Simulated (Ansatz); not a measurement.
## From B to In: the HOMO–LUMO gap

One atom is swapped for its congeners: BH2(CN); AlH2(CN); InH2(CN). The Ga member is missing. All are singlets with charge 0.

Shapes, held fixed at every level: PBE0-D4/def2-TZVP. Programs: Ansatz 0.2.0. Values in eV.

```tsv
level	BH2(CN)	AlH2(CN)	InH2(CN)
SPW92/def2-TZVPP	3.86	4.39	4.25
PBE-D4/def2-TZVPP	4.03	4.59	4.40
B3LYP-D4/def2-TZVPP	5.94	6.26	5.88
BHLYP-D4/def2-TZVPP	8.73	8.69	8.18
wB97M-V/def2-TZVPP	10.77	10.61	10.19
wB97X-V/def2-TZVPP	11.10	11.08	10.61
```

At wB97X-V/def2-TZVPP the HOMO–LUMO gap falls at every step, from 11.10 to 10.61 eV. 3 of 6 levels show this order throughout; 3 agree on the largest and the smallest. For atoms past krypton def2 sets carry core potentials with scalar relativity. Orbital gaps aren't excitation energies, and the LUMO depends on the basis.
